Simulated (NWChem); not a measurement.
System: C₅H₅, doublet; SMILES [CH]1C=CC=C1

NWChem input:

```
start job
memory heap 200 mb stack 900 mb global 1100 mb
geometry units angstroms noautosym nocenter noautoz
  C     -1.166150    -0.223317     0.000000
  C     -0.545992     1.089969     0.000000
  C      0.803117     0.901889     0.000000
  C      1.058821    -0.549224     0.000000
  C     -0.155254    -1.213070     0.000000
  H     -2.242110    -0.410151     0.000000
  H     -1.078428     2.040387     0.000000
  H      1.573826     1.673041     0.000000
  H      2.048740    -1.008791     0.000000
  H     -0.310262    -2.290745     0.000000
end
basis spherical
  C library def2-svp
  H library def2-svp
end
dft
  odft
  mult 2
  xc m05-2x
  iterations 150
end
cosmo
  do_cosmo_smd true
  solvent dmf
end
task dft energy
```

In the optimisation the excess spin sits in a" (Cs, its own frame). The geometry was optimised at PBE0/def2-SVP, spin-unrestricted. Not confirmed as a minimum by frequencies. No stability test was run on the SCF state. Solvent: N,N-dimethylformamide.

Level: M05-2X/def2-SVP with SMD (1 M gas to 1 M solution), gas-phase geometry. Reactions with the solvent are ignored.

Question: Predict the main results of this run. (M05-2X/def2-SVP, spin-unrestricted, SMD on the gas-phase geometry.) Quantities: solvation free energy (kcal/mol); cavity-dispersion-structure term (kcal/mol); dipole in solution (D).

Answer: solvation free energy (kcal/mol): -4.4
cavity-dispersion-structure term (kcal/mol): -0.7
dipole in solution (D): 0.06
